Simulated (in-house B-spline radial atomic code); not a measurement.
How numerical settings move a run on the promethium ion Pm²⁺, [Xe] 4f5. Computed with an all-electron radial atomic-structure program (B-spline basis): scalar-relativistic (X2C) LDA PW92, spherical fractional occupations, Fermi nucleus of rms radius 4.962 fm.

Command:
```bash
python run_scf.py task.json out
```
Settings of the sound reference run:
```
Z                61
electrons        59
configuration    [Xe] 4f5
hamiltonian      x2c
method           lda,pw
spin_polarised   False
nucleus          fermi
rms_radius       4.961999
mass_number      145
atomic_mass      144.9128
speed_of_light   137.036
knot_spacing     0.22
spline_order     8
gauss_points     12
box_radius       22.22
max_iterations   70
damping          0.5
damped_steps     3
diis_vectors     10
tolerance        1e-08
start            Thomas-Fermi
```

Run time, properties included: 0.17 s on 1 thread of Intel(R) Xeon(R) 6975P-C, with other jobs on the host.

It converges in 10 iterations to -10011.374411 hartree, with 4f at -15.5012 eV. The other runs change the listed settings, some to values that make no sense; their results aren't properties of the atom or ion. Radii are in bohr (the nuclear one in fm), a minus after a letter asks for a j subshell, and «unchanged» means within 1e-8 hartree. The run stops when the residual is below 10 × tolerance × max(1, Z/10), or a noise floor if that is larger, and the energy moves by less than 1e-8 × √|E| hartree; so very loose and very tight tolerances often act alike.

```tsv
changed settings	outcome
knot_spacing = 0.55	converged in 10 iterations, energy +6.61e-01 hartree from the reference, 4f level -2.3e-01 eV
diis_vectors = 2	converged in 18 iterations, energy unchanged, 4f level +6.5e-05 eV
diis_vectors = 20	converged in 10 iterations, energy unchanged
max_iterations = 3	not converged after 3 iterations, last residual 1.4e-01, last energy +5.47e-01 hartree from the reference
diis_vectors = 1	not converged after 70 iterations, last residual 2.2e+00, last energy +1.98e+02 hartree from the reference
max_iterations = 5	not converged after 5 iterations, last residual 2.8e-02, last energy +1.42e-02 hartree from the reference
knot_spacing = 1	converged in 10 iterations, energy +2.57e+02 hartree from the reference, 4f level -5.6e+01 eV (the program warns: 4f reaches the box edge; 2s reaches the box edge)
spline_order = 10, max_iterations = 75, damped_steps = 8	converged in 14 iterations, energy +7.40e-08 hartree from the reference, 4f level +3.6e-05 eV
knot_spacing = 0.75	converged in 10 iterations, energy +9.40e+00 hartree from the reference, 4f level -2.7e-01 eV
knot_spacing = 1, first_knot = 0.00164, max_iterations = 12	converged in 10 iterations, energy +2.63e+01 hartree from the reference, 4f level -5.1e+00 eV
knot_spacing = 0.55, box_radius = 3.33, max_iterations = 50	converged in 9 iterations, energy +5.59e-01 hartree from the reference, 4f level +4.8e+00 eV (the program warns: 4f reaches the box edge; 4d reaches the box edge)
hamiltonian = dirac, method = hf, spin_polarised = True	stopped with error: spin polarisation is not served with the Dirac Hamiltonian
max_iterations = 8	not converged after 8 iterations, last residual 6.8e-05, last energy +1.68e-07 hartree from the reference
diis_vectors = 4	converged in 11 iterations, energy unchanged, 4f level +4.7e-05 eV
knot_spacing = 0.4	converged in 10 iterations, energy +5.99e-03 hartree from the reference, 4f level +9.1e-05 eV
max_iterations = 2	not converged after 2 iterations, last residual 7.8e-01, last energy +1.81e+01 hartree from the reference
electrons = 60, configuration = [Xe] 4f5 6s-1, max_iterations = 75	stopped with error: j subshells need the Dirac Hamiltonian and l > 0
```

(1) What happens with knot_spacing = 2?

(2) What happens with box_radius = 6.67, max_iterations = 3, tolerance = 1e-05, start = bare nucleus?

(3) What happens with gauss_points = 3, first_knot = 0.000164, max_iterations = 50, damping = 0.2, damped_steps = 1?

(4) What happens with diis_vectors = 0?

Answers

(1) Converged in 9 iterations, energy +1.12e+03 hartree from the reference, 4f level -2.8e+02 eV (the program warns: 4f reaches the box edge; 1s reaches the box edge).

(2) Not converged after 3 iterations, last residual 1.2e+00, last energy +2.44e+01 hartree from the reference.

(3) Not converged after 50 iterations, last residual 2.0e+02, last energy -4.52e+03 hartree from the reference.

(4) Converged in 19 iterations, energy unchanged, 4f level +5.0e-05 eV.
